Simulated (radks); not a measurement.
Species: neutral hydrogen. Configuration: 1s1.

Method: non-relativistic Kohn-Sham, RPBE, spin-polarised, spherical densities, point nucleus; open shells are filled with parallel spins first; computed with a radial shooting solver on a logarithmic mesh with Libxc functionals.

Energy parts (eV):
| part | energy |
|---|---|
| total | -13.749 |
| kinetic | 13.608 |
| electron-nucleus | -27.195 |
| Hartree | 8.394 |
| exchange-correlation | -8.557 |

Orbitals (lengths in bohr, moments of r in powers of bohr):
orbital  occ.  eigenvalue (eV)    <r>  <r^4>
1s up       1          -7.6455  1.535  28.31

The highest occupied level is 1s up at -7.645 eV. Spin moment in Bohr magnetons: 1. For comparison, the ionisation energy in NIST's Atomic Spectra Database is 13.598 eV (theoretical). In exact Kohn-Sham theory the highest level is minus the ionisation energy, but local and semilocal functionals leave it too shallow, through self-interaction and a potential that decays too fast; potentials with the right tail come closer. The electron density at the nucleus is 0.3328 e/bohr^3.
